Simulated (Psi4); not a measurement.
C$_{3}$H$_{9}$Bi (SMILES [CH3][Bi]([CH3])[CH3]), singlet, at a GFN2-xTB geometry (such geometries of metal compounds can be far from the true shape) (core potentials on Bi); M06-2X/def2-SV(P) run with Psi4.

Input for Psi4:
```
memory 2 GB

molecule {
0 1
  Bi   -0.00265924   -0.00463990    0.32774277
  C    -1.05486994   -1.53919065   -0.96882360
  H    -0.64425811   -2.52383649   -0.78776141
  H    -0.90946744   -1.27908881   -2.00731595
  H    -2.11451925   -1.54953889   -0.74958142
  C    -0.80582360    1.70974853   -0.92080720
  H    -0.65333574    1.48323884   -1.96613109
  H    -0.28504596    2.62610321   -0.67562231
  H    -1.86385686    1.84117722   -0.73586087
  C     1.88353121   -0.13071016   -0.92504196
  H     1.61103079   -0.12000137   -1.97045578
  H     2.41685485   -1.04639693   -0.70569174
  H     2.52628836    0.71436864   -0.71619253
}

set basis def2-sv(p)
set scf_type dfdirj+link

energy('m06-2x')
print_variables()
```

Problem. Predict the main parts of the log of this Psi4 run.

Solution. 
```
   => Loading Basis Set <=

    Name: DEF2-SV(P)
    Role: ORBITAL
    Keyword: BASIS

    !!!  WARNING: ECP capability is in beta. Please check occupations closely.  !!!

         ---------------------------------------------------------
                                   SCF
               by Justin Turney, Rob Parrish, Andy Simmonett
                          and Daniel G. A. Smith
                              RKS Reference
         ---------------------------------------------------------

  ==> Geometry <==

    Molecular point group: c1
    Full point group: C1

    Geometry (in Angstrom), charge = 0, multiplicity = 1:

       Center              X                  Y                   Z               Mass
    ------------   -----------------  -----------------  -----------------  -----------------
         BI          -0.001882499854    -0.003284630081     0.232012254127   208.980399100000
         C           -1.054093199854    -1.537835380081    -1.064554115873    12.000000000000
         H           -0.643481369854    -2.522481220081    -0.883491925873     1.007825032230
         H           -0.908690699854    -1.277733540081    -2.103046465873     1.007825032230
         H           -2.113742509854    -1.548183620081    -0.845311935873     1.007825032230
         C           -0.805046859854     1.711103799919    -1.016537715873    12.000000000000
         H           -0.652558999854     1.484594109919    -2.061861605873     1.007825032230
         H           -0.284269219854     2.627458479919    -0.771352825873     1.007825032230
         H           -1.863080119854     1.842532489919    -0.831591385873     1.007825032230
         C            1.884307950146    -0.129354890081    -1.020772475873    12.000000000000
         H            1.611807530146    -0.118646100081    -2.066186295873     1.007825032230
         H            2.417631590146    -1.045041660081    -0.801422255873     1.007825032230
         H            2.527065100146     0.715723909919    -0.811923045873     1.007825032230

  Running in c1 symmetry.

  Rotational constants: A =      0.10853  B =      0.10853  C =      0.09532 [cm^-1]
  Rotational constants: A =   3253.52692  B =   3253.52691  C =   2857.62957 [MHz]
  Nuclear repulsion =  201.663810096595626

  Charge       = 0
  Multiplicity = 1
  Electrons    = 50
  Nalpha       = 25
  Nbeta        = 25

  ==> Algorithm <==

  SCF Algorithm Type is DFDIRJ+LINK.
  DIIS enabled.
  MOM disabled.
[...]
   @RKS iter   4:  -334.00931010800781   -3.97749e-03   2.61043e-04 ADIIS/DIIS
   @RKS iter   5:  -334.00964947494504   -3.39367e-04   5.47854e-05 DIIS
   @RKS iter   6:  -334.00966571659268   -1.62416e-05   1.41033e-05 DIIS
   @RKS iter   7:  -334.00966707053254   -1.35394e-06   5.11799e-06 DIIS
   @RKS iter   8:  -334.00966719254393   -1.22011e-07   2.80254e-06 DIIS
   @RKS iter   9:  -334.00966723006900   -3.75251e-08   2.99645e-07 DIIS
  Energy and wave function converged.

  ==> Post-Iterations <==

   Electrons on quadrature grid:
      Ntotal   =   50.0000603711 ; deviation = 6.037e-05

    Orbital Energies [Eh]
    ---------------------

    Doubly Occupied:

[...]
      25A     -0.283223

    Virtual:

[...]
      86A     54.374808

    Final Occupation by Irrep:
              A
    DOCC [    25 ]
    NA   [    25 ]
    NB   [    25 ]

  @RKS Final Energy:  -334.00966723006900

   => Energetics <=

    Nuclear Repulsion Energy =            201.6638100965956255
    One-Electron Energy =                -933.7101345323710575
    Two-Electron Energy =                 415.8154891477592514
    DFT Exchange-Correlation Energy =     -17.7788319420528182
    Empirical Dispersion Energy =           0.0000000000000000
    VV10 Nonlocal Energy =                  0.0000000000000000
    Total Energy =                       -334.0096672300689988

Computation Completed

Properties will be evaluated at   0.000000,   0.000000,   0.000000 [a0]

Properties computed using the SCF density matrix

 Multipole Moments:

 ------------------------------------------------------------------------------------
     Multipole            Electronic (a.u.)      Nuclear  (a.u.)        Total (a.u.)
 ------------------------------------------------------------------------------------

 L = 1.  Multiply by 2.5417464519 to convert [e a0] to [Debye]
 Dipole X            :         -0.3759703            0.3749049           -0.0010654
 Dipole Y            :         -0.6568595            0.6541429           -0.0027165
 Dipole Z            :         46.3818392          -46.2058669            0.1759723
 Magnitude           :                                                    0.1759965

 ------------------------------------------------------------------------------------

  Variable Map:
  ----------------------------------------------------------------------------
[...]
  Array Variable Map:
  ----------------------------------------------------------------------------
[...]
[...]
```
